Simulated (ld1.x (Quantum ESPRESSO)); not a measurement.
**indium, TM: configuration errors across variants**

```
Element                 : In
Generator               : ld1.x (Quantum ESPRESSO) 7.5
Type                    : norm-conserving Troullier–Martins (Kleinman–Bylander form)
Functional              : PBE
Relativity              : scalar-relativistic
Frozen core             : [Kr]
Valence charge          : 13
Reference configuration : 4d10 5s2 5p1
Partial waves           : 5p (bound): rc 2.50 bohr; 4d (bound): rc 1.70 bohr; 5s (bound): rc 2.25 bohr
Local potential         : the s channel
Core correction         : a·sin(br)/r model core, default radius (core density twice the valence density)
```

All-electron excitation energies from the reference (eV): (1) 4d10 5s2 5p0 5.363; (2) 4d10 5s1 5p0 24.598; (3) 4d10 5s0 5p0 52.918; (4) 4d10 5s1 5p2 5.841; (5) 4d10 5s1 5p1 11.956; (6) 4d9 5s0 5p0 109.307; (7) 4d10 5s2 5p1.3 -0.532.

A true bound ghost makes a file unfit for plane-wave use even where its test errors are small: the radial tests pick states by their node count and pass the ghost by.

Errors AE − PS in meV (a dash: test not solved or not reliable):

```csv
change,(1),(2),(3),(4),(5),(6),(7),bound ghosts
base,-2.4,-16,-66,-3.1,-3.8,-292,0.0,none
wave 5p (bound): rc 2.50 bohr becomes 5p (bound): rc 1.76 bohr,-1.0,-12,-61,-4.4,-4.9,-336,0.0,p
wave 5p (bound): rc 2.50 bohr becomes 5p (bound): rc 1.94 bohr,-1.5,-15,-66,-2.6,-3.6,-316,0.0,none
wave 5p (bound): rc 2.50 bohr becomes 5p (bound): rc 2.72 bohr,-2.3,-16,-68,-2.5,-3.4,-298,0.0,none
wave 5p (bound): rc 2.50 bohr becomes 5p (bound): rc 3.08 bohr,-2.8,-21,-77,+0.1,-1.6,-324,0.0,none
wave 5p (bound): rc 2.50 bohr becomes 5p (bound): rc 3.28 bohr,-3.3,-24,-84,+1.6,-0.4,-340,0.0,none
wave 5p (bound): rc 2.50 bohr becomes 5p (bound): rc 3.74 bohr,-5.6,-34,-105,+6.3,+3.5,-390,0.0,none
```

Give the same row for: wave 5p (bound): rc 2.50 bohr becomes 5p (bound): rc 2.36 bohr.

-2.3, -16, -67, -3.0, -3.7, -293, 0.0; bound ghosts: none.
